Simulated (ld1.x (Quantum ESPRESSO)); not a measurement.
# What one change does to a pseudopotential (Mo, PAW)

molybdenum, PAW, made with ld1.x (Quantum ESPRESSO) 7.5 (PBE, scalar-relativistic). Core [Kr], reference 4d5 5s0.5 5p0 (charge +0.5). Waves: 5s (bound): rcut 2.40, rcutus 2.80 bohr; 5s channel at 1 Ry: rcut 2.40, rcutus 2.80 bohr; 5p (bound, empty): rcut 2.55, rcutus 2.80 bohr; 5p channel at 2.8 Ry: rcut 2.55, rcutus 2.80 bohr; 4d (bound): rcut 2.25, rcutus 2.55 bohr; 4d channel at 0.1 Ry: rcut 2.25, rcutus 2.55 bohr. Local part: all-electron potential smoothed inside 2.05 bohr (lloc = -2). Core correction: Bessel-smoothed model core inside 1.70 bohr. Augmentation charge: BG, radius 2.25 bohr.

All-electron outer shells of the reference configuration (PBE, scalar-relativistic, ld1.x):

```csv
shell,level (eV),outermost node (bohr),outermost maximum (bohr)
4p,-41.72,0.52,1.08
4d,-6.94,0.53,1.38
5s,-6.86,1.34,2.86
5p,-3.36,1.54,3.76
```

Change: waves 5p (bound): rcut 1.90, rcutus 2.02 bohr; 5p channel at 2.8 Ry: rcut 1.90, rcutus 2.02 bohr.

Cutoffs: the cutoffs (Ry, on a coarse ladder) from which the occupation-weighted sum of valence levels, in a spherical-Bessel basis at the reference potential, stays within 10 and 1 mRy of its value at 400 Ry; they do not see the model core or the augmentation charge, which bear on the density cutoff. Errors are all-electron minus pseudo energies relative to the spin-unpolarised reference configuration.

Question: Predict the effect on cutoff, ghosts and configuration errors.

Answer: The potential gets neither clearly harder nor softer (15 Ry and 25 Ry → 15 Ry and 25 Ry); a bound ghost appears in p, which as a rule spoils a file; the number of tests that count goes from 7 to 6; the errors of the 6 common tests hardly move; the range in which the p phases agree widens (upper end 3.3 → 4.7).

| quantity | base | changed |
| --- | --- | --- |
| cutoff, loose | 15 Ry | 15 Ry |
| cutoff, tight | 25 Ry | 25 Ry |
| bound ghosts | none | p |
| tests counted (converged, no solver errors) | 7 of 7 | 6 of 7 |
| error for 4d5 5s1 5p0, meV [ΔE -2.73 eV] | +0.2 | +0.2 |
| error for 4d5 5s0 5p0, meV [ΔE 4.16 eV] | -1.4 | -1.4 |
| error for 4d4 5s0 5p0, meV [ΔE 19.62 eV] | -80 | -80 |
| error for 4d4 5s1 5p0, meV [ΔE 5.34 eV] | -42 | -42 |
| error for 4d5.5 5s0.5 5p0, meV [ΔE -2.45 eV] | -4.1 | -4.1 |
| error for 4d3 5s0 5p0, meV [ΔE 46.37 eV] | -511 | -511 |
| s: phases at 3.06 bohr within 0.05 rad from the reference energy up to (Ry; the scan ends near 5) | 2.3 | 2.3 |
| p: phases at 3.06 bohr within 0.05 rad from the reference energy up to (Ry; the scan ends near 5) | 3.3 | 4.7 |
| d: phases at 3.06 bohr within 0.05 rad from the reference energy up to (Ry; the scan ends near 5) | to the end of the scan | to the end of the scan |
| lowest overlap eigenvalue by channel | s 0.49, p 0.67, d 0.92 | s 0.49, p 0.06, d 0.92 |

Base: ld1.x warns that Blöchl-style (BG) augmentation functions are not a good idea. Changed file: The cutoffs count occupied waves only; the empty 5p level needs 25 Ry at the loose tolerance. Tests not counted: 4d5 5s0 5p1 (solver errors, printed error -2.0 eV). ld1.x warns that Blöchl-style (BG) augmentation functions are not a good idea. A true bound ghost makes a file unfit for plane-wave use even where its test errors are small: the radial tests pick states by their node count and pass the ghost by. Where a test does run into it, the solver fails or the error is huge.
